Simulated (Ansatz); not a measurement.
A structure drawn as `C[Te][SiH2]N`, with this starting geometry:

Cartesian coordinates in Å:
```
C -1.584 -0.651 -1.057
Te 0.004 0.431 -1.921
Si 0.769 0.998 0.363
N 1.225 -0.543 1.270
H -2.262 -0.004 -0.454
H -2.256 -1.093 -1.930
H -1.224 -1.510 -0.470
H -0.208 1.725 1.068
H 2.045 1.830 0.231
H 1.563 -0.207 2.171
H 1.926 -0.975 0.730
```

The species carries charge 0 and has multiplicity 1. Te: def2 effective core potential.

(1) Does it keep its bonds when Ansatz relaxes it at PBE-D4/def2-SVP and then PBE0-D4/def2-TZVP?

(2) Give the relaxed structure. (Estimate.)

Atoms count as bonded under 1.1 times the sum of their covalent radii (H–H under 0.85 Å, pairs among N, O and F under 1.55 Å), and a drawn bond as lost past 1.3 times.

Results:

(1) Yes, every drawn bond is still there and no new one forms.

(2) Computed: 
Z-matrix (Å, degrees):
```
C
Te 1 2.150
H 1 1.087 2 109.7
H 1 1.088 2 107.3 3 119.8
H 1 1.088 2 108.4 3 -121.2
Si 2 2.481 1 93.7 3 79.2
N 6 1.715 2 109.5 1 54.7
H 6 1.486 2 113.0 1 -62.3
H 6 1.491 2 103.8 1 -179.9
H 7 1.007 6 120.6 2 -151.5
H 7 1.007 6 121.2 2 57.9
```
All modes are real.
